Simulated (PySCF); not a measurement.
C5H9O2S (doublet state).
Structure used (GFN2-xTB), in Å, numbered top down from 1:
```xyz
17
C5H9O2S angstrom
C      2.1765    0.0942   -0.5300
C      0.9228   -0.2596    0.2267
C     -0.0112   -1.1679   -0.3727
C     -1.3672   -1.1123    0.2456
C     -1.8207    0.3498    0.2018
S     -0.2305    1.2863    0.3563
O     -0.0800    2.1364   -0.7950
O     -0.1416    1.9059    1.6539
H      2.7122    0.8880   -0.0155
H      2.8296   -0.7726   -0.6159
H      1.9186    0.4458   -1.5261
H      1.0966   -0.4293    1.2909
H      0.0890   -1.4414   -1.4095
H     -2.0751   -1.7580   -0.2740
H     -1.3113   -1.4279    1.2921
H     -2.4697    0.6446    1.0184
H     -2.2449    0.6301   -0.7568
```

The hyperfine couplings belong to this conformer and change with its torsions.

Identity: `O=S1([C@H](C)[CH]CC1)=O` [radical].

Method used: PySCF 2.14.0, UKS B3LYP, pcH-1 on C H O S, non-relativistic, mean-field spin-orbit, GIAO. Isolated species at its GFN2-xTB geometry (one conformer only). Couplings are sensitive to structure, and on GFN2-xTB geometries they can be far from those on DFT ones. The SCF solution wasn't tested for stability.

Problem. Match the computed a_iso(13C) values +128.0, -28.0, +27.5, -23.6, +2.1 MHz with the sites C1; C2; C3; C4; C5.

Solution. 
```
site  a_iso (MHz)  ρ(0) (bohr⁻³)                 position  distance from C3 (Å)  spin population  largest |T| (MHz)
  C1         +2.1        +0.0019          2 bonds from C3                  2.53             0.00                1.4
  C2        -28.0        -0.0249           1 bond from C3                  1.43            -0.10                6.9
  C3       +128.0        +0.1140  largest spin population                  0.00            +0.94              146.6
  C4        -23.6        -0.0210           1 bond from C3                  1.49            -0.07                2.0
  C5        +27.5        +0.0245          2 bonds from C3                  2.43            +0.06               12.1
```

ρ(0) is the spin density at the nucleus and T the dipolar tensor; a_iso includes a spin–orbit part; entries for several nuclei are means. The Mulliken spin populations are largest on C3 (+0.94), C2 (-0.10), C4 (-0.07) and C5 (+0.06). No atom but C3 exceeds +0.15. The positive populations add up to 1.21 and the negative ones to -0.21, together 2S = 1. The angles at C3 add up to 353.0°, so it is slightly pyramidal.

Means are taken over nuclei equivalent by connectivity, which assumes that they swap fast.
